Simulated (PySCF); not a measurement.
A PySCF script (with the pyscf-properties extension) for the NMR shieldings of SMILES C([SiH2]C1=C[C@H]1C[SiH3])Cl, C₅H₁₁ClSi₂, on a GFN2-xTB geometry:

```python
import basis_set_exchange as bse
import numpy as np
from pyscf import gto, dft
from pyscf.prop import nmr

atoms = """
Si   -2.164542    1.479171    0.386835
C    -1.476056    0.055459    1.445129
C    -1.093042   -1.143087    0.606397
C     0.011592   -2.050848    1.012353
C     0.303999   -1.247443    0.018502
Si    1.480128   -0.524594   -1.215255
C     2.744931    0.546168   -0.250085
Cl    1.902252    1.843629    0.644272
H    -2.550228    2.589662    1.259843
H    -3.350582    1.000010   -0.330854
H    -1.164577    1.919378   -0.584251
H    -0.599776    0.396654    1.999507
H    -2.219415   -0.248330    2.187622
H    -1.921687   -1.555535    0.032787
H     0.310758   -2.816022    1.687484
H     0.765603    0.329021   -2.164514
H     2.254000   -1.573576   -1.891649
H     3.459475    1.038269   -0.905643
H     3.297365   -0.028736    0.489820
"""
names = dict.fromkeys(["Si", "C", "Cl", "H"], "pcSseg-1")
basis = {el: gto.basis.parse(bse.get_basis(n, elements=[el], fmt="nwchem")) for el, n in names.items()}
mol = gto.M(atom=atoms, basis=basis, charge=0, verbose=0)
mf = dft.RKS(mol, xc="PBE0")
mf.grids.level = 2
mf.grids.alignment = dft.numint.BLKSIZE   # the property module wants whole blocks of grid points
mf.conv_tol = 1e-9
mf.kernel()

calc = nmr.RKS(mf)   # GIAO
C = mf.mo_coeff
Co = C[:, mf.mo_occ > 0]
resp = mf.gen_response(singlet=True, hermi=2)
def vind(x):   # induced exchange potential for any number of trial vectors
    d = np.einsum("pi,xij,qj->xpq", C, 2 * x.reshape(-1, C.shape[1], Co.shape[1]), Co, optimize=True)
    return np.einsum("xpq,pi,qj->xij", resp(d - d.transpose(0, 2, 1)), C, Co, optimize=True).ravel()
mo1, _ = nmr.rhf.solve_mo1(calc, with_cphf=vind)
sigma = calc.kernel(mo1)
for i, s in enumerate(sigma):   # ppm
    w = np.linalg.eigvalsh((s + s.T) / 2)
    print("%2d %-2s iso %8.1f  s11 %8.1f  s22 %8.1f  s33 %8.1f" % (i, mol.atom_pure_symbol(i), w.mean(), *w))
```

**Question.** What does it print?

**Answer.** 
```
 0 Si iso    425.3  s11    401.5  s22    410.3  s33    464.0
 1 C  iso    165.7  s11    139.0  s22    164.3  s33    193.8
 2 C  iso    167.9  s11    122.4  s22    137.8  s33    243.4
 3 C  iso     33.0  s11   -128.2  s22     52.0  s33    175.1
 4 C  iso     57.0  s11    -83.6  s22     56.1  s33    198.6
 5 Si iso    403.8  s11    375.8  s22    407.5  s33    427.9
 6 C  iso    154.2  s11    134.6  s22    142.2  s33    185.9
 7 Cl iso    919.3  s11    818.7  s22    852.9  s33   1086.5
 8 H  iso     27.9  s11     24.9  s22     25.0  s33     33.8
 9 H  iso     27.9  s11     24.8  s22     25.7  s33     33.2
10 H  iso     27.5  s11     23.2  s22     27.7  s33     31.7
11 H  iso     31.6  s11     28.6  s22     30.2  s33     35.9
12 H  iso     30.2  s11     25.2  s22     28.6  s33     36.7
13 H  iso     30.1  s11     23.6  s22     27.7  s33     39.0
14 H  iso     22.9  s11     17.4  s22     24.9  s33     26.3
15 H  iso     26.9  s11     23.9  s22     25.4  s33     31.3
16 H  iso     26.8  s11     23.3  s22     24.6  s33     32.6
17 H  iso     28.6  s11     22.6  s22     27.1  s33     36.1
18 H  iso     28.7  s11     23.7  s22     26.6  s33     35.7
```

These numbers come from an equivalent density-fitted implementation of the same equations, which agrees with the script to about 0.01 ppm for H and up to a few tenths of a ppm for heavy atoms, so last digits may differ.

**Question.** Turn these shieldings into chemical shifts. References, each an isolated molecule treated in the same way: TMS for 29Si (σref 349.16), 13C (σref 186.93), 1H (σref 31.72); 35Cl (σref 949.78) against HCl.

**Answer.** Averaging equivalent atoms: Si 5: -54.6; Si 0: -76.1; C 3: 153.9; C 4: 129.9; C 6: 32.7; C 1: 21.2; C 2: 19.1; Cl 7: 30; H 14: 8.85; H 16: 4.90; H 15: 4.85; H 8/9/10: 3.96; H 17: 3.09; H 18: 3.06; H 13: 1.61; H 12: 1.57; H 11: 0.15 ppm. 

Size and cost of the density-fitted run: 212 basis functions, 70 s wall time on 1 thread of an Arm Neoverse N1, shared host; peak memory 1 GiB.
